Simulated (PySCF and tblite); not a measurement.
The numbers below are computed, except where a source is named.
C₆H₁₁Cl, numbered as in [Cl:1][CH:2]1[CH2:3][CH2:4][CH2:5][CH2:6][CH2:7]1. The same 2 conformers on PBE0-D3(BJ)/def2-SVP geometries, with only the solvent of the single-point energies changed (functional PBE0, basis set def2-TZVP, D3(BJ) where defined; PySCF).

The 6-ring runs over atoms 2–3–4–5–6–7.

```
conformer                                       shape  symmetry  dipole D
        1  6-ring chair (all substituents equatorial)        Cs      2.42
        2                    6-ring chair (Cl1 axial)        Cs      2.10
```

Energies (kcal/mol) above conformer 1 and its weight at 298.15 K (thermal terms from GFN2-xTB):

| solvent | E(2) − E(1) | weight of 1 (%) | dipole of 1 (D) | of 2 |
| --- | --- | --- | --- | --- |
| gas phase | 0.37 | 69 | 2.42 | 2.10 |
| cyclohexane | 0.51 | 74 | 2.73 | 2.41 |
| chloroform | ? | ? | ? | ? |
| acetone | 0.63 | 78 | 3.17 | 2.94 |
| water | 0.63 | 78 | 3.21 | 3.01 |

Task: What does chloroform give?

Result: E(2) − E(1) = 0.59 kcal/mol, weight of conformer 1 76 %, dipoles 2.98 and 2.70 D.

Task: How much does the choice of solvent matter?

Result: The widest range is that of E(2) − E(1), which runs from 0.37 (gas phase) to 0.63 kcal/mol (water), a spread of 0.26, against RT = 0.59.
